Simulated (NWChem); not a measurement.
Molecule: CdH₂Se₂; SMILES [SeH][Cd][SeH]

```xyz
5

Cd     0.0000     0.0000    -0.0131
Se    -0.0134    -2.4619    -0.0207
H      1.0297    -2.5054     1.0175
Se     0.0134     2.4619    -0.0207
H     -1.0297     2.5054     1.0175
```
Atoms are numbered in this order, from 1.

Results from NWChem. Geometry: optimised at PBE0/def2-SVP (def2 core potentials past Kr).

For level Hartree-Fock/STO-3G, non-relativistic:

- highest occupied level (eV) = -6.57
- orbital gap (eV) = 13.79
- dipole (D) = 1.23

How do the values read with level Hartree-Fock/3-21G, non-relativistic instead?


- highest occupied level (eV) = -9.37
- orbital gap (eV) = 10.32
- dipole (D) = 0.98
